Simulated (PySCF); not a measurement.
Hf(Me)(H)3 (CH6Hf), SMILES [CH3][HfH3], multiplicity 1.

Geometry: r2SCAN-D4/def2-TZVP. The spin state was assumed, not searched. The def2 effective core potentials stand for the cores of Hf; spin–orbit coupling is left out.

Level of theory: PySCF with PBE/def2-TZVPD.

Symmetry labels are those of the subgroup Cs that the program uses (full group C3v).

Computed valence orbital energies around the gap with their symmetry:
```tsv
orbital	symmetry	energy (eV)
HOMO−7	A"	-33.79
HOMO−6	A'	-16.88
HOMO−5	A'	-9.99
HOMO−4	A"	-9.99
HOMO−3	A'	-8.11
HOMO−2	A"	-6.80
HOMO−1	A'	-6.80
HOMO	A'	-6.79
LUMO	A"	-2.57
LUMO+1	A'	-2.57
LUMO+2	A'	-1.71
LUMO+3	A"	-1.71
```
